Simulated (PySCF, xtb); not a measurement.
Bi(H)2(Et) (C2H7Bi), SMILES C[CH2][BiH2].

Harmonic wavenumbers (cm⁻¹) from xtb 6.7.1 with GFN2-xTB at its own minimum, in rising order: 92, 228, 242, 476, 525, 592, 753, 823, 973, 1011, 1092, 1231, 1243, 1414, 1485, 1499, 1505, 1763, 1785, 2985, 3003, 3013, 3040, 3045.

Problem. What does PBE0-D3(BJ)/def2-SVP (PySCF) give at its own minimum? (The exact figures need the calculation; the answer reports its results.)

Solution. 106, 223, 242, 436, 509, 593, 718, 777, 958, 970, 1076, 1195, 1243, 1389, 1443, 1466, 1468, 1807, 1815, 3037, 3079, 3124, 3136, 3157. Paired by order, the mean absolute difference is 39 cm⁻¹ and the zero-point energies are 48.3 and 48.6 kcal/mol.
